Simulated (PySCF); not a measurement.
A calculated (UHF, PySCF 2.14, aug-cc-pVQZ, the non-relativistic Hamiltonian (point nucleus)) atom or ion has these occupied shells.

```csv
shell,electrons,orbital energy (eV),"rms radius, mean of both spins (bohr)"
1s α,1,-7729.6,0.0659
1s β,1,-7729.4,0.0659
2s α,1,-978.51,0.279
2s β,1,-974.24,0.279
2p α,3,-849.11,0.250
2p β,3,-845.08,0.250
3s α,1,-155.13,0.833
3s β,1,-143.94,0.833
3p α,3,-114.34,0.880
3p β,3,-101.28,0.880
3d α,5,-46.872,1.04
3d β,1,-40.592,1.04
4s α,1,-26.653,2.55
```

(1) Name the element and its charge.

## Answers

(1) Co²⁺ (cobalt, charge +2), in [Ar] 3d6 4s1, high-spin 6D determinant (an excited configuration).
